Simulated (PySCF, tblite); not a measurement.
Species: C₄H₁₆N₂OSi₂.
Cartesian coordinates in Å at the GFN2-xTB level; atoms count from 1:
```
atom  x, y, z in Å
C1     3.238    0.216    1.362
Si2    1.865   -0.118    0.094
N3     1.375   -1.783    0.111
O4     2.327    0.082   -1.464
N5     0.642    1.049    0.439
C6    -0.424    1.454   -0.447
C7    -1.756    0.739   -0.190
C8    -1.733   -0.718   -0.637
Si9   -3.314   -1.662   -0.185
H10    2.938   -0.097    2.356
H11    4.137   -0.335    1.105
H12    3.499    1.267    1.414
H13    1.515   -2.305   -0.740
H14    1.628   -2.350    0.903
H15    2.511    0.966   -1.767
H16    0.384    1.188    1.404
H17   -0.100    1.257   -1.470
H18   -0.576    2.537   -0.336
H19   -2.546    1.276   -0.722
H20   -1.979    0.798    0.879
H21   -1.574   -0.749   -1.717
H22   -0.866   -1.206   -0.189
H23   -4.487   -1.009   -0.778
H24   -3.486   -1.683    1.271
H25   -3.228   -3.036   -0.685
```

Level of theory: PBE0/pcSseg-1 in PySCF (dipole) on a GFN2-xTB geometry, gas phase.

Masses are those of the commonest isotopes; rigid-rotor values at the optimised geometry. The values belong to one conformer with, in the numbering `[CH3:1][Si@:2]([NH2:3])([OH:4])[NH:5][CH2:6][CH2:7][CH2:8][SiH3:9]`, C1–Si2–N3–H -118° and 17°, C1–Si2–O4–H -69°, C1–Si2–N5–C6 162°, Si2–N5–C6–C7 97°, N5–C6–C7–C8 -72°.

Q: What are A, B and C (GHz)?

A: Ia = 260.28, Ib = 952.29, Ic = 1042.42 u·Å²; 505379 MHz·u·Å²/I gives 1942, 530.7 and 484.8 MHz, that is A = 1.9417, B = 0.5307, C = 0.4848 GHz.

Q: What kind of rotor is it?

A: A near-prolate asymmetric top: κ = (2 × 530.7 − 1942 − 484.8)/(1942 − 484.8) = -0.94.

Q: What does the inertial defect say?

A: Not planar: Δ = Ic − Ia − Ib = -170.15 u·Å². For a rigid frame Δ = −2 Σ m c², so Σ m c² = 85.08 u·Å² lies off the ab plane: 22.33 from hydrogen and 62.75 from heavier atoms. The atom farthest from that plane is 2.16 Å away.

Q: Which types of transition are allowed, and where do some lines up to J = 4 fall?

A: The dipole components are |μa| = 1.56 D, |μb| = 0.48 D, |μc| = 0.57 D. Intensities carry the squares of the components, which stand as 1.00 : 0.09 : 0.13 (a : b : c). Some lines, for components of 0.1 D or more:

| type | branch | J(Ka,Kc) | MHz | lower level (cm⁻¹) |
| --- | --- | --- | --- | --- |
| a | Q | 4(1,3) ← 4(1,4) | 459 | 0.379 |
| a | R | 1(0,1) ← 0(0,0) | 1016 | 0.000 |
| b | Q | 3(1,2) ← 3(0,3) | 1576 | 0.203 |
| b | R | 4(0,4) ← 3(1,3) | 2750 | 0.246 |
| b | R | 2(1,2) ← 1(0,1) | 3396 | 0.034 |
| a | R | 4(1,4) ← 3(1,3) | 3968 | 0.246 |
| a | R | 4(0,4) ← 3(0,3) | 4051 | 0.203 |
| a | R | 4(2,3) ← 3(2,2) | 4061 | 0.395 |
| b | Q | 4(2,2) ← 4(1,3) | 4091 | 0.394 |
| c | Q | 2(2,1) ← 2(1,1) | 4233 | 0.152 |
| b | R | 3(1,3) ← 2(0,2) | 4343 | 0.102 |
| c | Q | 3(3,1) ← 3(2,1) | 7165 | 0.395 |
| b | Q | 3(3,0) ← 3(2,1) | 7165 | 0.395 |
| b | Q | 4(3,2) ← 4(2,3) | 7173 | 0.530 |
| b | R | 3(2,1) ← 2(1,2) | 7423 | 0.147 |
| b | R | 4(2,3) ← 3(1,2) | 8226 | 0.256 |
| c | R | 4(2,3) ← 3(1,3) | 8501 | 0.246 |
| b | R | 4(4,1) ← 3(3,0) | 14099 | 0.634 |

Q: Estimate the classical rotational partition function at 25 K, 50 K and 100 K.

A: Point group C1, symmetry number σ = 1; q = (√π/σ)·√((kT/h)³/(ABC)), k/h = 20836.6 MHz/K: 29800 at 25 K, 84300 at 50 K, 239000 at 100 K.

Its lowest GFN2-xTB frequency is 12i cm⁻¹, too small to tell a flat minimum from a shallow saddle. Constants of a rigid frame at the computed geometry: no zero-point averaging, no centrifugal distortion. A rigid rotor knows nothing of inversion at nitrogen or internal rotation, which can split or shift real lines. Quadrupole hyperfine structure (14N) is left out.
